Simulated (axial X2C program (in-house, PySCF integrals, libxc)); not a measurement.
**Testing model relations on RuO⁻**

A bond curve at the PBEsol level, with spin–orbit coupling, was computed with an in-house relativistic program for diatomic molecules (basis Ru dyall-acv3z [13s13p9d5f3g], O dyall-av3z [7s6p3d2f] (cores contracted in-house)) for the state Ω = 7/2 (⟨Sz⟩ = 1.50, ⟨Lz⟩ = 2.00 at PBEsol). Its fit gives Re = 1.7155 Å, ωe = 877.1 cm⁻¹, ωexe = 4.29 cm⁻¹ and αe = 2.576e-03 cm⁻¹; the masses are 101.9043 and 15.9949 u. Two-component means X2C with spin–orbit coupling and atomic mean-field Coulomb and Gaunt terms.

(1) Find the reduced mass, Be and the force constant.

(2) A Morse curve ties αe to the other constants (Pekeris). How well does that hold?

(3) Where do the fundamental and the first overtone lie?

(4) Estimate the centrifugal constant by the Kratzer relation.

Occupations by symmetry block were frozen at the best pattern of an incomplete PBE0 search. Density functionals use the spin component along the axis (collinear). Without a current term, density functionals place determinants with orbital angular momentum somewhat too high. With several unpaired electrons one determinant need not be a pure state. At some level and bond length an empty orbital lies below a filled one. The highest occupied level of some functionals is positive through self-interaction error; at Hartree–Fock it is bound. The lowest spin-free determinant has another configuration (M_S = 3/2, Λ = 0), so the order of states is uncertain and this need not be the ground state.

Answers

(1) From the PBEsol values: μ = 13.8249 u. Be = 16.8576/(μ Re²) = 0.4143 cm⁻¹. k = 5.8918×10⁻⁷ μ ωe² = 6.27 mdyn/Å.

(2) αe(Morse) = 6Be²/ωe × (√(ωexe/Be) − 1) = 2.604e-03 cm⁻¹; the PBEsol curve gives 2.576e-03 cm⁻¹, a ratio of 1.01.

(3) ν(1←0) = ωe − 2ωexe = 868.5 cm⁻¹; ν(2←0) = 2ωe − 6ωexe = 1728.5 cm⁻¹.

(4) D = 4Be³/ωe² = 3.70e-07 cm⁻¹.
